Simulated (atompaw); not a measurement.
**Logarithmic derivatives: Ce (Z = 58), PAW (atompaw)**

- Element: Ce (Z = 58)
- Generator: atompaw 4.2.0.5
- Type: PAW
- Functional: PBE
- Relativity: scalar-relativistic
- Frozen core: [Kr] 4d10 5s2
- Valence charge: 10
- Reference configuration: 4f1 5p6 5d1.5 6s1.5 6p0
- Partial waves: 6s (bound): rc 2.28 bohr; 6s channel at 0.15 Ry: rc 2.28 bohr; 5p (bound): rc 1.74 bohr; 6p (bound, empty): rc 2.28 bohr; 5d (bound): rc 2.28 bohr; 5d channel at 0.45 Ry: rc 2.28 bohr; 4f (bound): rc 1.06 bohr; 4f channel at 0.45 Ry: rc 1.06 bohr
- Local potential: bessel scheme, radius 2.20 bohr
- Core correction: smooth core density matched at 1.86 bohr
- Augmentation charge: sinc compensation charge, radius 1.98 bohr; PAW radius 2.28 bohr; waves and projectors: custom polynom2 7 10 vanderbiltortho

The phase is arctan(r·u′/u) with u = r·R(r), unwrapped; energies in Ry, scanned from -4 to 5 Ry. A pole is an energy at which the radial function vanishes at the test radius. The pseudo phase is shifted by a multiple of π to meet the all-electron one at the reference energy, and phase errors are pseudo minus all-electron; the curves can meet again beyond the range given. Levels narrower than the energy grid can be missing from the lists of poles.

Problem. For each channel, where are the poles, and over which energies does the pseudopotential scatter like the atom?

Solution.

```csv
channel,radius (bohr),reference energy (Ry),"poles, all-electron","poles, pseudo",unbroken range about the reference energy with phases within 0.05 rad,phase error 1 Ry above the reference energy (rad)
s,2.28,-0.25,-2.23,-2.24,above -3.1,-0.000
p,2.28,-0.09,-0.47,-0.47,below 3.8,+0.000
d,2.28,-0.19,2.37,2.37,the whole range,+0.000
f,2.28,-0.33,-0.13,-0.13,the whole range,+0.000
```

A Bessel basis up to 400 Ry misses an occupied level by 0.42 Ry, so cutoffs were not judged. Note: ghost state, extra bound levels that the all-electron valence spectrum of the same l lacks: s at -40.0 eV (other channels not judged).

Phases in the p channel:

| E (Ry) | all-electron | pseudo |
| --- | --- | --- |
| -4.00 | 1.246 | 1.246 |
| -3.52 | 1.183 | 1.183 |
| -3.04 | 1.066 | 1.067 |
| -2.56 | 0.777 | 0.777 |
| -2.08 | -0.199 | -0.199 |
| -1.60 | -1.142 | -1.142 |
| -1.12 | -1.423 | -1.423 |
| -0.64 | -1.542 | -1.542 |
| -0.16 | -1.613 | -1.613 |
| 0.32 | -1.664 | -1.664 |
| 0.80 | -1.709 | -1.709 |
| 1.28 | -1.753 | -1.753 |
| 1.76 | -1.803 | -1.802 |
| 2.24 | -1.866 | -1.863 |
| 2.72 | -1.954 | -1.949 |
| 3.20 | -2.098 | -2.083 |
| 3.68 | -2.370 | -2.329 |
| 4.16 | -2.936 | -2.827 |
| 4.64 | -3.682 | -3.553 |
